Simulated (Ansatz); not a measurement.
`C=C1OC1[SiH3]` → 3 C• + 6 H• + O• + Si•  (atomization)

Gas-phase electronic energies from Ansatz, PBE0-D4/def2-TZVP geometries. CBS: MP2 limit from def2 TZ/QZ plus the TZ coupled-cluster correction, frozen cores. This one scheme is used for every species, atoms too. For atomizations the MP2-based limit and the directly extrapolated one differ by several kJ/mol either way, and by 10 to 25 for some Ge, Se and Sn compounds, so smaller differences from it don't rank the levels. Functionals use def2-TZVPP. HSE06 is defined as in plane-wave codes. Open shells (•) are unrestricted, without spin–orbit coupling. Spin–orbit coupling would lower the free atoms: a little for C, O, Si.

| level | ΔE (kJ/mol) | difference from CCSD(T)/CBS |
| --- | --- | --- |
| revPBE-D4 | 4219.2 | 20.5 |
| CAM-B3LYP-D4 | 4222.9 | 24.2 |
| ωB97M-V | 4220.0 | 21.3 |
| revPBE | 4151.7 | -47.0 |
| BLYP | 4168.3 | -30.4 |
| PBE0 | 4213.0 | 14.3 |
| HSE06 | 4217.9 | 19.2 |
| MP2/def2-TZVPP | 4168.8 | -29.9 |
| SCS-MP2/def2-QZVPP | 4217.4 | 18.7 |
| MP2/CBS(def2) | 4277.8 | 79.1 |
| CCSD(T)/CBS | 4198.7 | 0 |

Largest T1 diagnostic among the species: 0.014.

The D4 term adds +34.2 kJ/mol with B3LYP and +18.0 kJ/mol with PBE0; it sums over pairs of atoms, weighted by their polarisabilities, and B3LYP, whose exchange is more repulsive, gets the larger term. In def2-TZVPP, CCSD(T) changes the Hartree–Fock value by +1083.7 kJ/mol (the triples alone add +73.5 kJ/mol) and MP2 by +1162.8 kJ/mol; breaking electron pairs costs correlation energy, which Hartree–Fock lacks. From BLYP to BHLYP (50 % exact exchange), in def2-TZVPP and without D4, ΔE moves by −129.9 kJ/mol: exact exchange takes away binding that semilocal exchange gives to molecules.

B3LYP here is the variant with VWN-RPA as its local correlation; programs differ in this.
